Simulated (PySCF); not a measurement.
First SCF of a structure search on triplet Te₃, at a hand-made linear chain geometry. PySCF input:

```python
from pyscf import gto, scf, dft
mol = gto.M(atom='''
Te     0.000000     0.000000     0.000000
Te     0.000000     0.000000     2.584000
Te     0.000000     0.000000    -2.584000''',
    basis={'Te': 'def2-TZVP'},
    ecp={'Te': 'def2-TZVP'},
    charge=0, spin=2)
mf = dft.UKS(mol, xc='PBE0')
mf.grids.atom_grid = (50, 194)
aux = {'Te': 'def2-universal-JKFIT'}
mf = mf.density_fit(auxbasis=aux)
mf.conv_tol = 1e-08
mf.diis_space = 10
mf.max_cycle = 60
mf.init_guess = 'huckel'
mf.verbose = 4
mf.kernel()
```

Excerpt of the output (cycles alone):

```
init E= -803.80727624385
cycle= 1 E= -803.568782310914  delta_E= 0.238  |g|= 1.03  |ddm|= 2.09
cycle= 2 E= -801.846986791029  delta_E= 1.72  |g|= 1.99  |ddm|= 3.32
cycle= 3 E= -804.077790766859  delta_E= -2.23  |g|= 0.134  |ddm|= 2.56
cycle= 4 E= -804.07959652567  delta_E= -0.00181  |g|= 0.142  |ddm|= 0.439
cycle= 5 E= -804.091603494046  delta_E= -0.012  |g|= 0.0229  |ddm|= 0.201
cycle= 6 E= -804.0918681936  delta_E= -0.000265  |g|= 0.0069  |ddm|= 0.0257
cycle= 7 E= -804.091901658099  delta_E= -3.35e-05  |g|= 0.00162  |ddm|= 0.0131
cycle= 8 E= -804.091903699566  delta_E= -2.04e-06  |g|= 0.000374  |ddm|= 0.0039
cycle= 9 E= -804.091903840267  delta_E= -1.41e-07  |g|= 0.000208  |ddm|= 0.00136
cycle= 10 E= -804.091903879432  delta_E= -3.92e-08  |g|= 2.8e-05  |ddm|= 0.000401
cycle= 11 E= -804.091903880788  delta_E= -1.36e-09  |g|= 6.98e-06  |ddm|= 9.01e-05
Extra cycle  E= -804.091903880887  delta_E= -9.94e-11  |g|= 7.67e-06  |ddm|= 2.73e-05
converged SCF energy = -804.091903880887  <S^2> = 2.0113924  2S+1 = 3.0075854
```

This is not the lowest solution: another start and a stability analysis within the same unrestricted form found one 21.4 kJ/mol lower, at -804.10005 Eh.

No spin–orbit coupling is included, which matters more the heavier the element.

The search for the lowest solution, 3 starts and the stability check together, took 34 s on 4 threads of a shared AMD EPYC 7R43 64-Core (Zen 3) host, with 150 basis functions; the process peaked at 0.63 GiB.
